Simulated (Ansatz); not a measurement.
`F[Si](F)(F)[SiH](Cl)Cl` + `Cl[SiH]1NCO1` → `F[Si](F)(Cl)[SiH](Cl)Cl` + `F[SiH]1NCO1`  (redistribution)

Gas-phase electronic energies from Ansatz, PBE0-D4/def2-TZVP geometries. CCSD(T)/CBS is the MP2 limit (def2-TZVPP, def2-QZVPP) plus CCSD(T) − MP2 in def2-TZVPP, frozen cores. This one scheme is used for every species. Functionals use def2-TZVPP. B3LYP here is the variant with VWN-RPA as its local correlation; programs differ in this. Each species was taken in one conformer, which may not be the lowest.

```json
{"level": "PBE-D4", "ΔE (kJ/mol)": "-1.4", "difference from CCSD(T)/CBS": "-1.2"}
{"level": "r2SCAN-D4", "ΔE (kJ/mol)": "-0.5", "difference from CCSD(T)/CBS": "-0.3"}
{"level": "PBE0-D4", "ΔE (kJ/mol)": "-0.8", "difference from CCSD(T)/CBS": "-0.6"}
{"level": "B3LYP-D4", "ΔE (kJ/mol)": "-1.2", "difference from CCSD(T)/CBS": "-1.0"}
{"level": "ωB97X-V", "ΔE (kJ/mol)": "-1.3", "difference from CCSD(T)/CBS": "-1.1"}
{"level": "ωB97M-V", "ΔE (kJ/mol)": "-1.9", "difference from CCSD(T)/CBS": "-1.7"}
{"level": "B2PLYP", "ΔE (kJ/mol)": "0.5", "difference from CCSD(T)/CBS": "0.7"}
{"level": "PBE", "ΔE (kJ/mol)": "-0.2", "difference from CCSD(T)/CBS": "0.0"}
{"level": "r2SCAN", "ΔE (kJ/mol)": "-0.2", "difference from CCSD(T)/CBS": "0.0"}
{"level": "PBE0", "ΔE (kJ/mol)": "0.3", "difference from CCSD(T)/CBS": "0.5"}
{"level": "B3LYP", "ΔE (kJ/mol)": "0.8", "difference from CCSD(T)/CBS": "1.0"}
{"level": "HF/def2-TZVPP", "ΔE (kJ/mol)": "3.3", "difference from CCSD(T)/CBS": "3.5"}
{"level": "MP2/def2-TZVPP", "ΔE (kJ/mol)": "0.2", "difference from CCSD(T)/CBS": "0.4"}
{"level": "SCS-MP2/def2-TZVPP", "ΔE (kJ/mol)": "0.9", "difference from CCSD(T)/CBS": "1.1"}
{"level": "CCSD/def2-TZVPP", "ΔE (kJ/mol)": "1.4", "difference from CCSD(T)/CBS": "1.6"}
{"level": "CCSD(T)/def2-TZVPP", "ΔE (kJ/mol)": "1.0", "difference from CCSD(T)/CBS": "1.2"}
{"level": "HF/def2-QZVPP", "ΔE (kJ/mol)": "3.9", "difference from CCSD(T)/CBS": "4.1"}
{"level": "MP2/def2-QZVPP", "ΔE (kJ/mol)": "-0.3", "difference from CCSD(T)/CBS": "-0.1"}
{"level": "SCS-MP2/def2-QZVPP", "ΔE (kJ/mol)": "0.6", "difference from CCSD(T)/CBS": "0.8"}
{"level": "HF/CBS(def2)", "ΔE (kJ/mol)": "3.9", "difference from CCSD(T)/CBS": "4.1"}
{"level": "MP2/CBS(def2)", "ΔE (kJ/mol)": "-1.0", "difference from CCSD(T)/CBS": "-0.8"}
{"level": "CCSD/CBS(def2)", "ΔE (kJ/mol)": "0.2", "difference from CCSD(T)/CBS": "0.4"}
{"level": "CCSD(T)/CBS", "ΔE (kJ/mol)": "-0.2", "difference from CCSD(T)/CBS": "0"}
```

Largest T1 diagnostic among the species: 0.012.
